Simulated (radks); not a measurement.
Results of a calculation; reference values are marked as such.
Q: Level of theory: scalar-relativistic Kohn-Sham, r2SCAN, spin-polarised, spherical densities, finite nucleus; open shells are filled with parallel spins first (spin-orbit coupling, left out, can overturn this in heavy ions); meta-GGA in the generalised Kohn-Sham scheme; Fermi nuclear charge, rms radius of each element as measured or else 0.836 A^(1/3) + 0.57 fm (a radial shooting solver on a logarithmic mesh with Libxc functionals). Each species is in its NIST ground configuration. Rank Zn2+, Hg2+, Cd2+ by mean radius of the outermost orbital (bohr), largest first.

A: Hg2+ 1.43, Cd2+ 1.25, Zn2+ 0.875.
